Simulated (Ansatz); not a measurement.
F4H2In2, SMILES `[F][In@H-]1[F+][In@@H-]([F])[F+]1`. Charge 0, multiplicity 1. In: def2 effective core potential. The structure was optimised at the PBE0-D4/def2-TZVP level.

```xyz
8

F    -2.118    1.627    0.681
In   -1.665   -0.146    0.081
F    -0.092    0.236   -1.285
In    1.667   -0.040   -0.140
F     2.082    1.760    0.402
F     0.096   -0.552    1.185
H    -2.550   -1.524   -0.292
H     2.581   -1.361   -0.632
```

(1) What is the dipole moment at ωB97M-V/def2-TZVPP? (Best estimate.)

(2) And with PBE, r2SCAN, B3LYP? (Best estimate.)

(3) Give the Mulliken charges with ωB97M-V, r2SCAN, B3LYP in def2-TZVPP. (Estimate.)

Answers

(1) Ansatz gave: 5.02 D, with components (0.05, -4.79, -1.53) D in this frame, pointing from negative to positive charge.

(2) Ansatz gave: PBE 4.75 D, r2SCAN 4.93 D, B3LYP 5.05 D.

(3) The calculation gave: 
```csv
atom,ωB97M-V,r2SCAN,B3LYP
F1,-0.47,-0.46,-0.47
In2,1.01,1.04,1.06
F3,-0.52,-0.52,-0.52
In4,1.01,1.04,1.06
F5,-0.47,-0.46,-0.47
F6,-0.52,-0.52,-0.52
H7,-0.03,-0.06,-0.07
H8,-0.03,-0.06,-0.07
```

B3LYP here is the variant with VWN-RPA as its local correlation; programs differ in this.
